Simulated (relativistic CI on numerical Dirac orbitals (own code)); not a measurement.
**Crystal-field levels of Ru⁶⁺, 4d2**

Calculated by Dirac-Coulomb-Breit CI, separate exchange-only KLI orbitals for each configuration, model QED (radiative potential, 1s self-energy scaled to tabulated hydrogen-like ionisation energies), valence Slater integrals scaled by 0.8, one configuration in a parametric crystal field (own radial code).

Field parameters in Wybourne normalisation: D3d B²₀ = −7Dσ, B⁴₀ = −14Dq − 21Dτ, B⁴₃ = −14√(10/7) Dq. The field is a parameter set, without covalency.

S is read from ⟨S²⟩ = S(S + 1).

Levels (cm⁻¹, degeneracy): 0 (2), 695 (2), 1261 (1), 1998 (1), 5421 (2), 5764 (1), 10402 (1), 13271 (2), 17657 (2), 24588 (1), 24832 (1), 25016 (2).

Task: Which field gives this pattern?
A. D3d, 10Dq = 24600, Dσ = 1200, Dτ = 220 cm⁻¹
B. D3d, 10Dq = 24600, Dσ = -980, Dτ = 220 cm⁻¹
C. D3d, 10Dq = 24600, Dσ = -110, Dτ = 220 cm⁻¹
D. D3d, 10Dq = 24600, Dσ = 550, Dτ = 220 cm⁻¹

Result: A. D3d, 10Dq = 24600, Dσ = 1200, Dτ = 220 cm⁻¹, ground level with S = 1.00.
